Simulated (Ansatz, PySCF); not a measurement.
Dimer: H2S (SMILES S) (first 3 atoms) with H2Se (SMILES [SeH2]); geometry from B3LYP-D3(BJ)/def2-TZVP.
(charge 0, multiplicity 1):
```xyz
6

S     -0.23344    -0.23087    -0.08260
H      0.58209     0.81659     0.11794
H     -1.30169     0.43315     0.38675
Se     0.18290     0.15743     3.55739
H      0.39995    -0.07243     4.99615
H      0.39340    -1.26184     3.24883
```

Basis-set superposition error: the interaction energy with monomers in their own basis, and in the dimer's basis (counterpoise).

The values were computed with Ansatz (Gaussian orbitals); PySCF for 6-31G* rows, M06-2X. 

```
level                uncorrected (kcal/mol)  counterpoise (kcal/mol)  difference
-------------------  ----------------------  -----------------------  ----------
HF/6-31G*                              0.00                     0.22        0.22
HF/def2-TZVPPD                         0.38                     0.45        0.07
revPBE/def2-TZVPPD                     0.19                     0.24        0.05
r2SCAN/def2-TZVPPD                    -1.38                    -1.33        0.05
PBE0/def2-TZVPPD                      -0.96                    -0.90        0.06
M06-2X/def2-TZVPPD                    -1.75                    -1.67        0.09
B2PLYP/def2-TZVPPD                    -0.77                    -0.64        0.13
MP2/def2-TZVPPD                       -1.73                    -1.44        0.29
SCS-MP2/def2-TZVPPD                   -1.29                    -0.98        0.31
CCSD(T)/def2-SVPD                     -2.06                    -0.98        1.07
```

The error is largest for CCSD(T)/def2-SVPD (1.07 kcal/mol) and smallest for revPBE/def2-TZVPPD (0.05 kcal/mol).

Ansatz is a program for electronic structure.
